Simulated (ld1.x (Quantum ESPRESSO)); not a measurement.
**Cutoff test, holmium, ultrasoft**

holmium (Ho), ultrasoft, made with ld1.x (Quantum ESPRESSO) 7.5 (BP86, scalar-relativistic). Core [Kr] 4d10, reference 4f11 5s2 5p6 5d0 6s1 6p1. Waves: 5s (bound): rcut 1.85, rcutus 2.25 bohr; 6s (bound): rcut 1.85, rcutus 2.25 bohr; 5p (bound): rcut 2.10, rcutus 2.65 bohr; 6p (bound): rcut 2.10, rcutus 2.65 bohr; 5d (bound, empty): rcut 2.70, rcutus 3.40 bohr; 5d channel at 1.25 Ry: rcut 2.70, rcutus 3.40 bohr; 4f (bound): rcut 0.75, rcutus 0.85 bohr; 4f channel at 1.15 Ry: rcut 0.75, rcutus 0.85 bohr. Local part: all-electron potential smoothed inside 2.95 bohr (lloc = -1). Core correction: a·sin(br)/r model core inside 0.92 bohr. Augmentation charge: PSQ, radius 0.80 bohr.

The pseudo-atom Hamiltonian at the reference potential is diagonalised in spherical Bessel functions j_l(qr) that vanish at 20 bohr, with q² up to the cutoff. All-electron valence levels (Ry): 5s -3.8228, 6s -0.3498, 5p -2.0194, 6p -0.1389, 5d -0.1636, 4f -0.3476.

Problem. How do the lowest levels (Ry) of each channel move with the cutoff, and are there ghosts?

Solution.

```csv
cutoff (Ry),s #1,s #2,s #3,p #1,p #2,p #3,d #1,d #2,f #1,Σ f·Δε (mRy)
8,-3.8135,-0.3162,-0.0214,-2.0086,-0.1158,0.0333,-0.1633,0.0269,0.0752,4790.0
15,-3.8223,-0.3448,-0.0274,-2.0191,-0.1343,0.0266,-0.1636,0.0266,0.0752,4662.0
25,-3.8227,-0.3497,-0.0285,-2.0194,-0.1387,0.0249,-0.1636,0.0266,0.0752,4650.1
35,-3.8228,-0.3498,-0.0285,-2.0194,-0.1389,0.0249,-0.1636,0.0266,0.0752,4649.4
50,-3.8228,-0.3498,-0.0285,-2.0194,-0.1389,0.0249,-0.1636,0.0266,0.0752,4649.4
70,-3.8228,-0.3498,-0.0285,-2.0194,-0.1389,0.0249,-0.1636,0.0266,0.0751,4649.2
100,-3.8228,-0.3498,-0.0285,-2.0194,-0.1389,0.0249,-0.1636,0.0266,0.0750,4647.4
140,-3.8228,-0.3498,-0.0285,-2.0194,-0.1389,0.0249,-0.1636,0.0266,-0.2431,1148.4
180,-3.8228,-0.3498,-0.0285,-2.0194,-0.1389,0.0249,-0.1636,0.0266,-0.3415,66.4
260,-3.8228,-0.3498,-0.0285,-2.0194,-0.1389,0.0249,-0.1636,0.0266,-0.3462,14.5
400,-3.8228,-0.3498,-0.0285,-2.0194,-0.1389,0.0249,-0.1636,0.0266,-0.3475,0.0
```

Result: no extra level below or beside the all-electron valence levels (s, p, d, f tested); 10 mRy is reached at 300 Ry and 1 mRy at over 300 Ry.

Test run stopped at test 4 of 7 (negative rho).
